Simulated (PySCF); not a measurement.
C3H8OSi2, SMILES [SiH2](O)C#CC[SiH3]. The structure is a stationary point at B3LYP-D3(BJ)/def2-SVP. This is a generated structure with no PubChem entry under its InChIKey; it may be hypothetical. One conformer was computed; it need not be the lowest.

### Question
Give the equilibrium geometry at B3LYP-D3(BJ)/def2-SVP (PySCF confirms it by a frequency run) as Cartesian coordinates in Å. (An estimate is asked for; the answer gives what the named calculation found.)

### Answer
One answer among several that fit: 
```xyz
14

O      2.7652     1.0078     0.9706
Si     2.4624    -0.3768     0.0896
C      0.6677    -0.6143    -0.1821
C     -0.5306    -0.7639    -0.3663
C     -1.9626    -0.8833    -0.5616
Si    -2.8719     0.7281    -0.0863
H      2.3307     1.8137     0.6673
H      3.0150    -1.4933     0.8939
H      3.1213    -0.3344    -1.2481
H     -2.3739    -1.7069     0.0486
H     -2.1975    -1.1177    -1.6150
H     -2.6244     1.0351     1.3491
H     -4.3346     0.5443    -0.3152
H     -2.3719     1.8470    -0.9321
```
